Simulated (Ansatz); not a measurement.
Worked example: ideal-gas entropy of CHBrClF (bromochlorofluoromethane)

A singlet with charge 0, relaxed at HF/6-31G* (Cartesian functions) (Ansatz 0.2.0):

```xyz
5

F    -0.4643    0.1649    1.2780
C     0.0494    0.1066    0.0542
Cl    1.4001   -1.0148    0.0467
Br   -1.3390   -0.4061   -1.1845
H     0.4038    1.0757   -0.2357
```

Harmonic wavenumbers in cm⁻¹: 244, 343, 461, 721, 872, 1248, 1387, 1487, 3404.

Masses in u: F 18.998, C 12.011, Cl 35.45, Br 79.904, H 1.008. Take T = 298.15 K, p = 1 bar, R = 8.3145 J/(mol K), kT/hc = 207.22 cm⁻¹, rigid rotor and harmonic oscillator.

Problem. Work out S° at 298 K.

Solution. 
1. Translation (Sackur–Tetrode): S = R[3/2 ln M + 5/2 ln T − 1.1517] with M = 147.371 gives 171.1 J/(mol K).
2. Rotation: principal moments 76.506, 253.137, 319.367 u Å² give A, B, C = 0.2203, 0.0666, 0.0528 cm⁻¹; the symmetry number is σ = 1; q = (√π/σ)√((kT/hc)³/ABC) = 189960; S = R(ln q + 3/2) = 113.5.
3. Vibration: with u = ν̃/207.22, each mode gives R[u/(eᵘ − 1) − ln(1 − e⁻ᵘ)]; the sum is 17.7, most from 244 cm⁻¹ (7.4), 343 cm⁻¹ (5.0), 461 cm⁻¹ (3.2).
4. Electronic: R ln 1 = 0.0, from the spin multiplicity alone.
5. Sum: 171.1 + 113.5 + 17.7 + 0.0 = 302.3 J/(mol K).

The tabulated value is 304.3 J/(mol K) (CRC Handbook of Chemistry and Physics): the model is off by -2.0.
